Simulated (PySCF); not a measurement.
MoCl3H3, SMILES [Cl][MoH3]([Cl])[Cl], multiplicity 1.

Geometry optimised at PBE-D3(BJ)/def2-SVP. The spin state was assumed, not searched. The structure was generated by enumeration; whether it is a known compound was not checked. The def2 effective core potentials stand for the cores of Mo; spin–orbit coupling is left out.

These are ωB97X/def2-TZVP (PySCF) values and carry that method's errors.

Symmetry labels are those of the subgroup Cs that the program uses (full group C3v).

Computed valence orbital energies around the gap with their symmetry:
```csv
orbital,symmetry,energy (eV)
HOMO−7,A",-13.55
HOMO−6,A',-13.55
HOMO−5,A",-12.78
HOMO−4,A',-12.78
HOMO−3,A',-12.71
HOMO−2,A",-11.95
HOMO−1,A",-10.81
HOMO,A',-10.81
LUMO,A",-1.83
LUMO+1,A',-1.83
LUMO+2,A',-1.02
LUMO+3,A',1.76
```
